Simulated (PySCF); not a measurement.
SiBr2, SMILES Br[Si]Br (connectivity only; charge and spin as stated), neutral, multiplicity 1.

Geometry optimised at PBE0-D3(BJ)/def2-TZVP. The isomer is the one that the SMILES or the coordinates give; other isomers of the formula were not compared.

Level of theory: PBE/def2-TZVPD run with PySCF.

Symmetry labels are those of the subgroup C2v that the program uses (full group C2v).

Computed valence orbital energies around the gap with their symmetry:
```csv
orbital,symmetry,energy (eV)
HOMO−7,B2,-19.43
HOMO−6,A1,-12.44
HOMO−5,B2,-9.52
HOMO−4,A1,-8.50
HOMO−3,B1,-8.45
HOMO−2,A2,-7.71
HOMO−1,B2,-7.25
HOMO,A1,-6.52
LUMO,B1,-3.83
LUMO+1,A1,-1.36
LUMO+2,B2,-1.27
LUMO+3,A1,-0.18
```
